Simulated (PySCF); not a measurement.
C5H5FO, SMILES C1C=C[C@@]1(F)C=O.

The structure is a stationary point at r2SCAN-D4/def2-SVP. The structure was generated by enumeration; whether it is a known compound was not checked. The values are those of a single conformer.

Two levels are set side by side: PBE/def2-TZVP (PySCF) and M06-2X/def2-TZVP (PySCF). Same geometry, gas phase. Differences are taken from unrounded values.

```
quantity                     M06-2X
---------------------------  ------
orbital gap (eV)               8.64
highest occupied level (eV)   -9.02
lowest empty level (eV)       -0.37
dipole moment (D)              1.62
mean polarisability (bohr³)    56.8
```

What does PBE give, and how far is it from M06-2X? (Estimate from the structure and the level; the computed values follow.)


| quantity | PBE | PBE minus M06-2X |
|---|---|---|
| orbital gap (eV) | 3.56 | -5.08 |
| highest occupied level (eV) | -6.10 | 2.92 |
| lowest empty level (eV) | -2.54 | -2.16 |
| dipole moment (D) | 1.58 | -0.04 |
| mean polarisability (bohr³) | 59.8 | 3.0 |

Without exact exchange PBE keeps part of each electron's self-repulsion, which lifts occupied levels and narrows the gap. PBE's more diffuse valence density responds more strongly to a field. Differences between two approximate levels are no errors against the true value.

Rough cost on one machine, each run with all the roots and properties that it gave: M06-2X against PBE about 4 times.
